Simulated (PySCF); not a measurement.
## Electronic absorption of SbH3

Species: SbH3.
SMILES: `[SbH3]`

Theory: TDDFT PBE0/def2-SVPD, vertical, gas phase, core orbitals frozen in the response, def2 core potentials past Kr in PySCF 2.14.0, density-fitted response routines. Isolated species at its PBE0-D3(BJ)/def2-SVP geometry, gas phase. Spin–orbit coupling is left out.

```tsv
state	E (eV)	E (kJ/mol)	λ (nm)	f	main configurations (H = HOMO, L = LUMO)
S1	6.31	609	196.3	0.080	H→L/L+1 (≥93%)
S2	6.32	609	196.3	0.080	H→L/L+1 (≥93%)
S3	6.43	621	192.7	0.164	H→L+2 (99%)
S4	7.83	755	158.3	0.0000	H-2/H-1→L/L+1 (100%)
S5	8.31	802	149.2	0.0039	H-2/H-1→L/L+1 (≥51%), H-2/H-1→L+2 (≥30%)
S6	8.31	802	149.2	0.0039	H-2/H-1→L/L+1 (≥51%), H-2/H-1→L+2 (≥30%)
S7	8.50	820	145.9	0.0089	H→L+5 (61%), H-2/H-1→L+2 (38%)
S8	8.50	820	145.9	0.0089	H→L+4 (61%), H-2/H-1→L+2 (38%)
S9	8.51	821	145.8	0.012	H→L+3 (62%), H-2/H-1→L/L+1 (38%)
```

Triplets, Tamm–Dancoff:

| state | E (eV) | λ (nm) | main configurations (H = HOMO, L = LUMO) |
| --- | --- | --- | --- |
| T1 | 5.03 | 246.6 | H→L/L+1 (≥96%) |
| T2 | 5.03 | 246.6 | H→L/L+1 (≥96%) |
| T3 | 5.94 | 208.8 | H→L+2 (87%) |

The lowest singlet level (S1/S2) lies at 6.31 eV (196 nm, vacuum ultraviolet) and is strong. The largest oscillator strength of a single state is 0.164. S1/S2, S5/S6 and S7/S8/S9 lie within about 0.01 eV of each other in each set; the point group C3v has degenerate representations, and within a degenerate level the listed configurations can mix freely. Löwdin shares by element: HOMO antimony 72%, hydrogen 29%; LUMO (one of a set within 0.03 eV) antimony 67%, hydrogen 33%. Weighted by f, the mean energy of these states is 6.59 eV. The listed states span 2.19 eV, and the widest gap between neighbours is 1.40 eV (S3 to S4). All these states lie below the vertical ionisation energy of 9.88 eV (ΔSCF). Orbitals of the list HOMO-3 to LUMO+2 that lie within 0.01 eV of each other are written together with a slash and their weights summed (≥ marks a lower bound); for degenerate orbitals outside that list single weights are arbitrary. Only the lowest 10 singlets were computed, as vertical energies without vibronic structure. The highest level found (8.96 eV, f 0.599 so far) is left out, since the window may have cut off a degenerate partner.
